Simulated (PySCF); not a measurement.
Isomers of C5H9OP.

All values: PBE0/pcSseg-1 (PySCF) at PBE0-D3(BJ)/def2-SVP geometries, gas phase, one conformer each.

(1) Rank by the lowest Hirshfeld charge on any atom, highest value first.
A. `[CH2:1]=[CH:2][P@@H:3](=[O:4])/[CH:5]=[CH:6]\[CH3:7]` with C1–C2–P3–O4 1°, C2–P3–C5–C6 73°
B. `[CH3:1]/[CH:2]=[CH:3]/[P:4]=[CH:5]\[O:6][CH3:7]` with C2–C3–P4–C5 180°, P4–C5–O6–C7 179°
C. `[CH3:1][O:2]/[CH:3]=[P:4]/[CH:5]1[CH2:6][CH2:7]1` with C1–O2–C3–P4 0°, C3–P4–C5–C6 38°

(2) Rank by the lowest IAO charge on any atom, lowest value first.
A. `[CH2:1]=[CH:2][C@@H:3]1[CH2:4][CH2:5][P@H:6]1=[O:7]` with C1–C2–C3–C4 132°, C2–C3–C4–C5 -150°, C3–C4–C5–P6 25°, C4–C5–P6–O7 -148°, C2–C3–P6–C5 145°
B. `[CH3:1][O:2]/[CH:3]=[P:4]/[CH:5]1[CH2:6][CH2:7]1` with C1–O2–C3–P4 0°, C3–P4–C5–C6 38°
C. `[CH3:1]/[CH:2]=[CH:3]/[P:4]=[CH:5]\[O:6][CH3:7]` with C2–C3–P4–C5 180°, P4–C5–O6–C7 179°
D. `[CH2:1]=[CH:2][P@@H:3](=[O:4])/[CH:5]=[CH:6]\[CH3:7]` with C1–C2–P3–O4 1°, C2–P3–C5–C6 73°

(3) Rank by HOMO energy, lowest first.
A. `[CH2:1]=[CH:2][P@@H:3](=[O:4])/[CH:5]=[CH:6]\[CH3:7]` with C1–C2–P3–O4 1°, C2–P3–C5–C6 73°
B. `[CH3:1]/[CH:2]=[CH:3]/[P:4]=[CH:5]\[O:6][CH3:7]` with C2–C3–P4–C5 180°, P4–C5–O6–C7 179°
C. `[CH3:1][O:2]/[CH:3]=[P:4]/[CH:5]1[CH2:6][CH2:7]1` with C1–O2–C3–P4 0°, C3–P4–C5–C6 38°

Results:

(1) C (-0.095 e), B (-0.122 e), A (-0.401 e).

(2) D (-0.910 e), A (-0.873 e), C (-0.415 e), B (-0.321 e).

(3) A (-7.65 eV), C (-6.15 eV), B (-5.84 eV).

All values together:

```tsv
SMILES	μ (D)	HOMO (eV)	LUMO (eV)	lowest IAO charge (e)	highest IAO charge (e)	lowest Hirshfeld charge (e)	highest Hirshfeld charge (e)
C=C[P@@H](=O)/C=C\C	4.72	-7.65	-1.00	-0.910 (O)	+1.398 (P)	-0.401 (O)	+0.397 (P)
CO/C=P/C1CC1	0.34	-6.15	-0.85	-0.321 (C)	+0.202 (P)	-0.095 (O/C)	+0.057 (H)
C=C[C@@H]1CC[P@H]1=O	4.20	-7.60	-0.11	-0.873 (O)	+1.357 (P)	-0.399 (O)	+0.398 (P)
C/C=C/P=C\OC	2.40	-5.84	-1.07	-0.415 (C)	+0.280 (P)	-0.122 (C)	+0.058 (H)
```

Conformers: `[CH2:1]=[CH:2][P@@H:3](=[O:4])/[CH:5]=[CH:6]\[CH3:7]` with C1–C2–P3–O4 1°, C2–P3–C5–C6 73°; `[CH3:1][O:2]/[CH:3]=[P:4]/[CH:5]1[CH2:6][CH2:7]1` with C1–O2–C3–P4 0°, C3–P4–C5–C6 38°; `[CH2:1]=[CH:2][C@@H:3]1[CH2:4][CH2:5][P@H:6]1=[O:7]` with C1–C2–C3–C4 132°, C2–C3–C4–C5 -150°, C3–C4–C5–P6 25°, C4–C5–P6–O7 -148°, C2–C3–P6–C5 145°; `[CH3:1]/[CH:2]=[CH:3]/[P:4]=[CH:5]\[O:6][CH3:7]` with C2–C3–P4–C5 180°, P4–C5–O6–C7 179°.
